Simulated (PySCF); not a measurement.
Below is a simulated gas-phase C 1s photoelectron spectrum of `CCC(CC)OC(C)=O` (3-pentyl acetate).

Every computed line was given a Gaussian of 0.4 eV full width at half maximum and an area set by the number of equivalent atoms; the highest printed point is 100. Method: delta-SCF UKS SCAN, pcX-2 on the ionised atom, pcseg-1 elsewhere, spin-free X2C in PySCF.

binding energy (eV), intensity and a bar:
```
    290.0          0 
    290.1          1 
    290.2          7 ##
    290.3         21 ######
    290.4         50 ###############
    290.5         84 #########################
    290.6        100 ##############################
    290.7         86 ##########################
    290.8         55 #################
    290.9         31 #########
    291.0         24 #######
    291.1         26 ########
    291.2         25 #######
    291.3         17 #####
    291.4          9 ###
    291.5          5 #
    291.6          7 ##
    291.7         14 ####
    291.8         22 #######
    291.9         25 ########
    292.0         21 ######
    292.1         12 ####
    292.2          5 #
    292.3          1 
    292.4          0 
    292.5          0 
    292.6          0 
    292.7          0 
    292.8          0 
    292.9          0 
    293.0          0 
    293.1          0 
    293.2          0 
    293.3          0 
    293.4          0 
    293.5          0 
    293.6          0 
    293.7          0 
    293.8          0 
    293.9          1 
    294.0          3 #
    294.1          9 ###
    294.2         17 #####
    294.3         24 #######
    294.4         24 #######
    294.5         17 #####
    294.6          9 ###
    294.7          3 #
    294.8          1 
    294.9          0
```

**Question.** Count the maxima, the lines and the sites behind this envelope.

**Answer.** The curve has 4 maxima (at 290.6, 291.1, 291.9 and 294.3 eV). Under it lie 5 lines from 5 inequivalent carbon sites. At this width some lines have no maximum of their own.

**Question.** Decompose the envelope and assign each component. Numbering: `[CH3:1][CH2:2][CH:3]([CH2:4][CH3:5])[O:6][C:7]([CH3:8])=[O:9]`.

**Answer.** 
```csv
position (eV),relative area,line,atoms,environment
290.57,2,C 1s,C1/C5,methyl carbon
290.63,2,C 1s,C2/C4,chain CH2 carbon
291.15,1,C 1s,C8,methyl carbon next to a carbonyl
291.89,1,C 1s,C3,sp3 carbon bound to oxygen
294.35,1,C 1s,C7,ester carbonyl carbon
```

**Question.** What are the centre and the root-mean-square width of the whole band?

**Answer.** The area-weighted mean of the lines is 291.40 eV. Their own spread about it is 1.28 eV (rms) and each Gaussian has σ = 0.4/2.355 = 0.17 eV; the variances add, which gives 1.30 eV.

Lowest listed C 1s: C1/C5, bonded to C and 3 H. Highest, 3.78 eV above it: C7, bonded to O (double bond), O and C. The widest gap between neighbouring values is 2.46 eV, between 291.89 and 294.35 eV. Summing the Pauling electronegativity differences to the bonded atoms, each weighted by its formal bond order, gives -1.05 for the lowest site and +2.67 for the highest; no listed site has a larger sum than the highest.

Shake-up satellites, vibrational structure and lifetime widths aren't simulated. Topologically equivalent atoms share the value of their first member; where this conformer doesn't relate them by symmetry, their own values could differ. The structure is a single PBE0-D3(BJ)/def2-SVP conformer in the gas phase; no vibrational or solvent corrections.

Time: 2.5 min. Hardware: Arm Neoverse V2, one thread, shared host.

Shape of the structure used: `[CH3:1][CH2:2][CH:3]([CH2:4][CH3:5])[O:6][C:7]([CH3:8])=[O:9]`: C1–C2–C3–C4 178°, C2–C3–C4–C5 -179°, C2–C3–O6–C7 118°, C3–O6–C7–C8 -179°.
